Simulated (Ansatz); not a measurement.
A structure relaxed at PBE-D4/def2-SVP in Ansatz, charge 0, singlet:

```
atom   x (Å)   y (Å)   z (Å)
 Ga1   1.384  -2.570   0.065
 Ga2   2.172  -0.348  -1.791
 Ga3   0.076  -2.101  -2.333
 Ga4   1.746   1.656   1.501
 Ga5   1.072  -1.098   2.485
 Ga6  -0.599   1.077   2.889
 Ga7   1.036   2.028  -1.101
 Ga8  -0.608   0.573  -2.710
 Ga9  -1.033   2.577   0.581
Ga10  -0.133  -0.261   0.141
Ga11  -2.631   0.129   1.260
Ga12  -2.319  -1.344  -1.160
 N13   1.930  -2.228  -1.845
 N14   2.090  -2.418   1.742
 N15   1.287   0.800   3.130
 N16   1.279   1.061  -2.805
 N17   0.846   3.101   0.546
 N18   1.820   0.460  -0.045
 N19  -0.537  -2.110  -0.488
 N20  -0.854  -0.616   1.967
 N21  -0.892   1.358  -0.942
 N22  -1.445  -1.110  -2.962
 N23  -2.088   1.918   2.014
 N24  -3.597  -0.534  -0.140
```

Problem. Give its formula and point group.

Solution. Ga₁₂N₁₂. Point group C2v (tolerance 0.1 Å).

Problem. Summarise the bond lengths by kind (pairs closer than 1.2 times the sum of covalent radii, bridged metal pairs left out).

Solution. 38 × Ga–N 1.83 to 2.09 Å.

Single mean-field runs in def2-SVP are fitted with def2-universal-jkfit. Another isomer (singlet) lies 7.08 eV lower at PBE0-D4/def2-TZVP; other spin states weren't run for this one.
